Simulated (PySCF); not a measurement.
## InCl under electron impact: the energy ladder

PBE in PySCF with def2-TZVPPD on every atom (core potentials on In), for the lowest determinant that a PBE0 search found; no spin–orbit coupling.

```
species  state (unpaired electrons)  Re (Å)  ωe (cm⁻¹)  energy of the minimum from the neutral (eV)  De (eV)  dissociates to
   InCl      singlet (closed shell)   2.440        298                                         0.00     4.70         In + Cl
  InCl⁺               doublet (σ ↑)   2.332        311                                         9.46     0.83        In⁺ + Cl
  InCl⁻               doublet (π ↑)   2.615        207                                        -0.35     1.39        In + Cl⁻
```

Problem. Work out the lowest energy to break InCl into atoms, from its vibrational ground state.

Solution. D0 = De − ωe/2 = 4.70 − 0.02 = 4.68 eV (PBE/def2-TZVPPD).

Problem. Work out the ionisation energy of the In atom at this level and the threshold of dissociative ionisation.

Solution. IE(In) = 9.46 + 0.83 − 4.70 = 5.59 eV, so In⁺ + Cl + e⁻ appears at D0 + IE(In) = 10.27 eV (PBE/def2-TZVPPD). The measured IE(In) is 5.786 eV (NIST ASD).

Problem. Work out the electron affinity of the Cl atom and the threshold of dissociative attachment.

Solution. EA(Cl) = 4.70 − 1.39 − (-0.35) = 3.66 eV, so In + Cl⁻ needs D0 − EA(Cl) = 1.02 eV (PBE/def2-TZVPPD). The measured EA(Cl) is 3.613 eV.

Problem. At which energy does ion-pair formation open?

Solution. In⁺ + Cl⁻ lies at D0 + IE(In) − EA(Cl) = 6.61 eV (PBE/def2-TZVPPD).

These are thermodynamic thresholds; the onsets seen under electron impact lie higher where the geometry changes, and cross-sections peak well above them.

Spin–orbit coupling is left out, which matters for elements this heavy, above all for dissociation energies. For an ion De counts to the pair picked by the measured ionisation energies or electron affinities, which need not be the lowest pair at this level. The highest Kohn–Sham level is positive in this anion. Much of that is self-interaction error, but it also means that the finite basis helps to hold the extra electron. States were picked by a PBE0 search and need not be the measured ground states.
